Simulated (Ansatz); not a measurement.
Geometry optimisation, RKS BLYP/def2-SVP in Ansatz 0.2.0.

input.yaml

```yaml
crystal:
  periodic: [false, false, false]
  atoms:
    - { symbol: C, position_ang: [-0.4838, 1.1236, -0.5565] }
    - { symbol: Se, position_ang: [0.5775, 0.9744, 1.0158] }
    - { symbol: Al, position_ang: [0.6591, -1.414, 0.7622] }
    - { symbol: H, position_ang: [-0.6887, 2.2532, -0.7266] }
    - { symbol: H, position_ang: [-1.4797, 0.6029, -0.4509] }
    - { symbol: H, position_ang: [0.0064, 0.7977, -1.4594] }
    - { symbol: H, position_ang: [1.8791, -2.0739, -0.0959] }
    - { symbol: H, position_ang: [-0.3778, -2.3209, 1.4557] }
basis:
  gaussian: { orbitals: def2-SVP }
hamiltonian:
  xc: blyp
relax:
  f_tol: 0.015
  max_steps: 40
```

Command:

```bash
$ ansatz run input.yaml --threads 1 --pin off --max-ram 2048MiB --backend cpu --events-out ev --progress --plain --runs-dir out
```

Problem. Where does it end, and by what steps?

Solution. The forces met the threshold. The force dipped under the threshold on the way, but the program's further checks kept it going. After 24 steps the energy has fallen by 0.630 eV; H8 moved furthest, 1.38 Å.

```csv
step,energy less start (eV),largest force component (eV/Å),accepted
0,0.0000,2.244,yes
1,-0.1710,0.929,yes
2,-0.2169,0.349,yes
3,-0.2337,0.198,yes
4,-0.2779,0.361,yes
5,-0.3453,0.498,yes
6,-0.4269,0.346,yes
7,-0.5160,0.284,yes
8,-0.5875,0.206,yes
9,-0.6207,0.113,yes
10,-0.6199,0.108,no
11,-0.6238,0.071,yes
12,-0.6247,0.063,yes
13,-0.6270,0.045,yes
14,-0.6268,0.153,no
15,-0.6279,0.016,yes
16,-0.6284,0.089,yes
17,-0.6288,0.051,yes
18,-0.6292,0.010,yes
19,-0.6295,0.036,yes
20,-0.6271,0.204,no
21,-0.6298,0.015,yes
22,-0.6298,0.020,yes
23,-0.6299,0.016,yes
24,-0.6299,0.010,yes
```

```xyz
8
Properties=species:S:1:pos:R:3
C -0.501 1.209 -0.700
Se -0.616 0.445 1.157
Al 0.629 -1.509 0.901
H -0.026 2.204 -0.630
H -1.530 1.308 -1.091
H 0.093 0.553 -1.361
H 1.265 -1.840 -0.523
H 0.780 -2.427 2.192
```

Whether the end is a true minimum wasn't checked by a vibrational analysis.

The run took 54 s on 1 thread of Intel(R) Xeon(R) Processor @ 2.70GHz, on a shared host, peak memory 0.13 GiB.
